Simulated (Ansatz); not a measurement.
Total energies of C₂H₁₀Si₂ (`CC[SiH2][SiH3]`).

```
atom   x (Å)   y (Å)   z (Å)
  C1  -1.846  -0.005   0.334
  C2  -0.753   1.049   0.473
 Si3   0.976   0.328   0.659
 Si4   1.573  -0.987  -1.186
  H5  -1.864  -0.677   1.196
  H6  -1.697  -0.623  -0.555
  H7  -2.836   0.452   0.253
  H8  -0.752   1.718  -0.395
  H9  -0.943   1.685   1.345
 H10   1.042  -0.519   1.885
 H11   1.980   1.420   0.809
 H12   1.502  -0.184  -2.439
 H13   0.657  -2.151  -1.336
 H14   2.961  -1.504  -1.040
```

Total charge 0; spin multiplicity 1. All single points use the PBE0-D4/def2-TZVP geometry. It is one conformer, not always the lowest. Basis def2-TZVPP, Ansatz 0.2.0.

RPA on PBE orbitals: Hartree–Fock energy of these orbitals -659.41790 Eh, correlation -1.14176 Eh (frozen core).

| functional | energy without D4 (Eh) | D4 term (kJ/mol) |
| --- | --- | --- |
| LDA (SPW92) | -658.11878 | – |
| PBE | -660.82639 | -28.3 |
| revPBE | -661.10860 | -82.9 |
| BLYP | -661.18507 | -61.1 |
| r2SCAN | -661.14837 | -7.3 |
| B97M-V | -661.11333 | – |
| PBE0 | -660.90781 | -24.2 |
| B3LYP | -661.31190 | -45.4 |
| r2SCANh | -661.14360 | -7.7 |
| r2SCAN0 | -661.13741 | -8.5 |
| HSE06 (plane-wave form) | -660.88851 | -22.6 |
| BHLYP | -661.20352 | -35.3 |
| CAM-B3LYP | -661.21648 | -24.7 |
| LC-ωPBE | -661.03251 | – |
| ωB97X-V | -661.14573 | – |
| ωB97M-V | -661.14364 | – |
| B2PLYP | -660.92770 | – |
| PBE-QIDH | -660.72787 | – |

B3LYP takes the VWN-RPA correlation (the form of Gaussian; ORCA's B3LYP/G). HSE06 is the plane-wave form, built on full-range PBE exchange. The double hybrids freeze the cores in their second-order part.

LC-ωPBE has ω = 0.4 bohr⁻¹.
